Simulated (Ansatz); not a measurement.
System: SrCl (charge +1, singlet). 
Geometry from a B3LYP-D3(BJ)/def2-TZVP (Ansatz, a first-principles code) optimisation:
```xyz
2

Sr     0.0000     0.0000    -0.7671
Cl     0.0000     0.0000     1.7148
```
Charge +1, spin multiplicity 1.

Basis-set convergence of Hartree-Fock and CCSD correlation energies (hartree) with Ansatz. Cores are frozen in the correlated levels unless marked. No spin-orbit coupling. The frozen core is the preceding noble-gas configuration, with the filled d and f shells of earlier blocks. The outer core of K, Ca and their heavier congeners is not correlated, a term that matters for these elements. In def2 rows, elements after Kr have scalar-relativistic effective core potentials.

```csv
basis,functions,E(HF),"E(corr, CCSD)"
def2-SVP,41,-489.59698,-0.15380
def2-TZVPP,82,-489.76201,-0.21795
def2-QZVPP,133,-489.77859,-0.23924
```

Extrapolating the two largest sets (X = 3 and 4) as X^-3: E(corr) = (64·(-0.23924) - 27·(-0.21795))/37 = -0.2548 Eh, an estimate of the basis-set limit. The largest set recovers 93.9 % of it, the smallest 60.4 %.
